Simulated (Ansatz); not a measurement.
Geometry optimisation, RKS B3LYP-D4/def2-SVP in Ansatz.

Input file:

```yaml
crystal:
  periodic: [false, false, false]
  atoms:
    - { symbol: F, position_ang: [-1.9472, 1.09, 1.1386] }
    - { symbol: B, position_ang: [-0.5824, 1.339, 1.3127] }
    - { symbol: Al, position_ang: [0.7442, 0.1787, 0.2665] }
    - { symbol: C, position_ang: [0.2004, -1.2232, -0.9681] }
    - { symbol: I, position_ang: [-1.0454, -0.3458, -2.5203] }
    - { symbol: H, position_ang: [-0.1958, 2.1947, 2.0521] }
    - { symbol: H, position_ang: [2.3712, 0.4051, 0.4867] }
    - { symbol: H, position_ang: [1.0327, -1.7386, -1.424] }
    - { symbol: H, position_ang: [-0.4892, -1.9463, -0.3613] }
basis:
  gaussian: { orbitals: def2-SVP }
hamiltonian:
  xc: b3lyp
  dispersion: d4
relax:
  f_tol: 0.02
  max_steps: 50
```

Launched with:

```bash
$ ansatz run input.yaml --threads 2 --pin off --max-ram 3072MiB --backend cpu --events-out ev --progress --plain --runs-dir out
```

Task: Where does it end, and by what steps?

Result: It converged. The force dipped under the threshold on the way, but the program's further checks kept it going. After 17 steps the energy has fallen by 0.537 eV; I5 moved furthest, 0.77 Å.

| step | energy less start (eV) | largest force component (eV/Å) | accepted |
| --- | --- | --- | --- |
| 0 | 0.0000 | 2.745 | yes |
| 1 | -0.3403 | 1.521 | yes |
| 2 | -0.3832 | 0.746 | yes |
| 3 | -0.4693 | 0.312 | yes |
| 4 | -0.5086 | 0.270 | yes |
| 5 | -0.5263 | 0.128 | yes |
| 6 | -0.5334 | 0.133 | yes |
| 7 | -0.5341 | 0.111 | yes |
| 8 | -0.5355 | 0.051 | yes |
| 9 | -0.5359 | 0.042 | yes |
| 10 | -0.5363 | 0.052 | yes |
| 11 | -0.5366 | 0.017 | yes |
| 12 | -0.5368 | 0.040 | yes |
| 13 | -0.5369 | 0.041 | yes |
| 14 | -0.5370 | 0.026 | yes |
| 15 | -0.5372 | 0.014 | yes |
| 16 | -0.5372 | 0.010 | yes |
| 17 | -0.5373 | 0.018 | yes |

```xyz
9
Properties=species:S:1:pos:R:3
F -1.829 0.728 1.530
B -0.636 1.292 1.351
Al 0.835 0.217 0.197
C 0.174 -1.368 -0.786
I -0.405 0.065 -2.424
H -0.504 2.392 1.860
H 2.377 0.557 0.046
H 0.852 -2.079 -1.275
H -0.774 -1.851 -0.517
```

Time of the run: 46 s on 2 threads of Intel(R) Xeon(R) 6975P-C (Granite Rapids), with other jobs on the host, peak memory 0.27 GiB.
